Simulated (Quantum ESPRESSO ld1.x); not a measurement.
Results of a calculation; reference values are marked as such.
Question: The aim is the samarium ion Sm2+ in [Xe] 4f6. This ld1.x (Quantum ESPRESSO 7.5) run was made with `OMP_NUM_THREADS=1 ld1.x < ld1.in > ld1.out`. Can the result be used? Name any fault.

```
 &input
    zed=62.0,
    iswitch=1,
    rel=1,
    lsd=1,
    dft='PW',
    config='[Xe] 4f6 1p1',
    prefix='ld1',
    max_out_wfc=37,
    file_charge='ld1.rho',
 /
```

Output (excerpt):

```
     Program LD1 v.7.5 starts

 %%%%%%%%%%%%%%%%%%%%%%%%%%%%%%%%%%%%%%%%%%%%%%%%%%%%%%%%%%%%%%%%%%%%%%%%%%%%%%
     Error in routine el_config (13):
     main/angular quantum number mismatch
 %%%%%%%%%%%%%%%%%%%%%%%%%%%%%%%%%%%%%%%%%%%%%%%%%%%%%%%%%%%%%%%%%%%%%%%%%%%%%%

     stopping ...
```

Answer: No (refused). The line at issue: config='[Xe] 4f6 1p1'. The program stops in el_config with "main/angular quantum number mismatch": l must be smaller than n. The sound input gives -10419.571 hartree.
